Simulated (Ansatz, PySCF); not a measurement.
C2H6N, SMILES [CH2]NC, multiplicity 2. Atoms are numbered in the order given.

```xyz
9

C      1.1999    -0.3599    -0.2527
N      0.1639     0.4028     0.2566
C     -1.1991    -0.0168    -0.0041
H      1.0405    -0.8023    -1.2290
H      2.2038    -0.0823     0.0420
H      0.3165     0.7454     1.1926
H     -1.4444    -0.9800     0.4633
H     -1.3415    -0.1165    -1.0831
H     -1.8944     0.7419     0.3599
```
Charge 0, spin multiplicity 2.

Geometry: ωB97X-D3(BJ)/def2-TZVP. The isomer is the one that the SMILES or the coordinates give; other isomers of the formula were not compared.

Two levels are set side by side: PBE-D3(BJ)/def2-TZVP (Ansatz, a program for electronic structure) and ωB97X-D3(BJ)/def2-TZVP (PySCF). Each level has its own optimised geometry; the coordinates shown are those of the second. Frequencies come from the Hessian of PySCF at each geometry. Differences are taken from unrounded values.

```
quantity                            ωB97X-D3(BJ)
----------------------------------  ------------
mean bond length (Å)                       1.161
bond C1–N2 (Å)                             1.384
bond N2–C3 (Å)                             1.450
bond C1–H4 (Å)                             1.084
bond C1–H5 (Å)                             1.083
bond N2–H6 (Å)                             1.008
bond C3–H7 (Å)                             1.098
bond C3–H8 (Å)                             1.093
bond C3–H9 (Å)                             1.092
highest harmonic wavenumber (cm⁻¹)          3625
mean harmonic wavenumber (cm⁻¹)             1655
zero-point energy (kcal/mol)               49.67
```

### Question
What does PBE-D3(BJ) give, and how far is it from ωB97X-D3(BJ)? (The exact figures need the calculation; the answer reports its results.)

### Answer

```csv
quantity,PBE-D3(BJ),PBE-D3(BJ) minus ωB97X-D3(BJ)
mean bond length (Å),1.167,0.006
bond C1–N2 (Å),1.386,0.002
bond N2–C3 (Å),1.451,0.001
bond C1–H4 (Å),1.090,0.006
bond C1–H5 (Å),1.089,0.006
bond N2–H6 (Å),1.017,0.009
bond C3–H7 (Å),1.108,0.009
bond C3–H8 (Å),1.101,0.008
bond C3–H9 (Å),1.098,0.007
highest harmonic wavenumber (cm⁻¹),3487,-137
mean harmonic wavenumber (cm⁻¹),1595,-59
zero-point energy (kcal/mol),47.90,-1.78
```

Exact exchange shortens and stiffens bonds; PBE has none. Differences between two approximate levels are no errors against the true value.
